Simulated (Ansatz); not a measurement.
Consider the redistribution: `B[SiH2]C(O)F` + `CCO[SiH3]` → `B[SiH2]OCC` + `OC(F)[SiH3]`.

Computed with Ansatz on PBE0-D4/def2-TZVP structures; ΔE is electronic, products minus reactants. CCSD(T)/CBS is the MP2 limit (def2-TZVPP, def2-QZVPP) plus CCSD(T) − MP2 in def2-TZVPP, frozen cores. DFT in def2-TZVPP. One conformer a species, not always the lowest.

`B[SiH2]C(O)F`:

```xyz
11

B     0.481    1.611   -1.120
Si   -0.846    0.419   -0.201
C    -0.020   -1.136    0.555
O     0.947   -0.722    1.447
F     0.571   -1.872   -0.477
H     0.175    2.726   -1.427
H     1.575    1.231   -1.408
H    -1.597    1.107    0.887
H    -1.837   -0.056   -1.212
H    -0.734   -1.828    1.022
H     1.286   -1.481    1.933
```

`CCO[SiH3]`:

Z-matrix (Å, degrees):
```
C
C 1 1.508
H 1 1.092 2 110.5
H 1 1.093 2 110.4 3 120.1
H 1 1.092 2 110.5 3 -119.9
O 2 1.416 1 109.3 3 59.9
H 2 1.098 1 110.3 3 -60.9
H 2 1.099 1 110.3 3 -179.2
Si 6 1.642 2 122.3 1 -180.0
H 9 1.491 6 111.0 2 59.9
H 9 1.481 6 106.6 2 -180.0
H 9 1.491 6 111.0 2 -59.9
```

`B[SiH2]OCC`:

Z-matrix (Å, degrees):
```
Si
O 1 1.649
B 1 2.006 2 115.9
H 1 1.487 2 105.4 3 122.9
H 1 1.501 2 110.2 3 -120.5
C 2 1.413 1 122.1 3 60.4
H 3 1.197 1 124.4 2 -8.9
H 3 1.198 1 118.7 2 172.3
C 6 1.508 2 109.4 1 -174.0
H 6 1.099 2 109.7 1 64.9
H 6 1.099 2 110.1 1 -52.9
H 9 1.093 6 110.4 2 -179.5
H 9 1.092 6 110.5 2 60.4
H 9 1.092 6 110.4 2 -59.4
```

`OC(F)[SiH3]`:

Z-matrix (Å, degrees):
```
C
F 1 1.398
Si 1 1.913 2 108.7
O 1 1.377 2 110.0 3 -119.2
H 1 1.099 2 104.9 3 120.5
H 3 1.484 1 108.2 2 56.3
H 3 1.485 1 108.8 2 175.4
H 3 1.482 1 108.9 2 -64.0
H 4 0.963 1 109.6 2 -70.3
```

**Question.** Is it downhill or uphill in electronic energy at CCSD(T)/CBS, and by how much? (Best estimate.)

**Answer.** Ansatz gave: Uphill: ΔE = +6.8 kJ/mol.

**Question.** What do these levels give: RPA@PBE/def2-TZVPP, HF/def2-SVP, MP2/def2-SVP, HF/def2-TZVPP, SCS-MP2/def2-QZVPP, CCSD/CBS(def2)? (Best estimate.)

**Answer.** Computed: RPA@PBE/def2-TZVPP 8.0, HF/def2-SVP 9.9, MP2/def2-SVP 9.5, HF/def2-TZVPP 8.7, SCS-MP2/def2-QZVPP 8.0, CCSD/CBS(def2) 7.0 kJ/mol.

Largest T1 diagnostic among the species: 0.012.

Leaving LDA and LC-ωPBE aside and taking each functional with its dispersion term where it has one, the values, not all of them listed here, spread over 2.4 kJ/mol, from PBE-D4 to BHLYP-D4.
